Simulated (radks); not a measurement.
Question: These are the eigenvalues of the occupied orbitals of an atom or ion with whole-number occupations (eV). Method: non-relativistic Kohn-Sham, PBE, spin-polarised, spherical densities, point nucleus; computed with a radial shooting solver on a logarithmic mesh with Libxc functionals.

1s up: -1790.852
1s down: -1790.760
2s up: -148.3327
2s down: -148.2279
2p up: -105.1127
2p down: -104.9743
3s up: -19.4536
3s down: -18.3436
3p up: -12.1257

Which element is it, and in what charge state? The configuration may be excited. Open shells, if any, are filled with parallel spins first.

Answer: Z = 14, silicon, charge +1: Si+ in [Ne] 3s2 3p1. The list shows which subshells hold electrons but not how many an open one holds; the 1s level, -65.813 hartree, gives Z - s = 11.5 by -(Z - s)^2/2, which with screening narrows Z to a few neighbours, and the depths of the outer levels then fix element, charge and occupations together.
